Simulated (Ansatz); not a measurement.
Mulliken charges of ClGeHS, SMILES `[SH][Ge][Cl]` from PBE/def2-TZVPP in Ansatz (PBE0-D4/def2-TZVP geometry).

```csv
atom,x (Å),y (Å),z (Å),charge (e)
S1,-0.385,1.213,-0.694,-0.270
Ge2,-1.013,-0.896,-0.279,0.433
Cl3,0.690,-1.536,0.955,-0.299
H4,0.764,1.158,-0.001,0.135
```

Question: By hand: the dipole of these point charges (1 e Å = 4.8032 D).

Answer: Σ q r = (-0.438, -0.100, -0.219) e Å, of length 0.500 e Å = 2.40 D.

Question: How does the dipole of the full density compare? (An estimate is asked.)

Answer: Computed: (-0.150, 0.021, -0.096) e Å, 0.86 D; the point charges give 2.79 times that, at 19° from its direction.

Point charges leave out the atoms' own dipoles, such as those of lone pairs, and Mulliken's split depends on the basis, so the two needn't agree.
